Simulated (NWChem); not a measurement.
Molecule: CH₇GeN; SMILES C[NH][GeH3]

```xyz
10

Ge     0.0383     0.7505    -0.0025
N     -0.5860    -0.9732    -0.0703
C      0.3241    -2.0910     0.0145
H     -1.1855     1.6709    -0.1449
H      0.7906     1.1017     1.3081
H      1.0117     0.9287    -1.1816
H     -1.4381    -1.1214     0.4613
H     -0.1778    -3.0257    -0.2880
H      0.7684    -2.2649     1.0168
H      1.1626    -1.9465    -0.6869
```
Atoms are numbered in this order, from 1.

Results from NWChem. Pople sets run with spherical d functions. Structure relaxed at the PBE0/def2-SVP level. Ions are spin-unrestricted doublets at the neutral geometry; other ion states weren't tried. Functional: LC-ωPBE (HJS hole) with 6-31G*; the question gives the range parameter ω in 1/bohr.

Task: Estimate the computed values for range parameter (1/bohr) 0.40. Quantities: vertical ionisation energy, ΔSCF (eV); −ε(HOMO) (eV).

Result: 
```yaml
vertical ionisation energy, ΔSCF (eV): 8.78
"−ε(HOMO) (eV)": 9.09
```
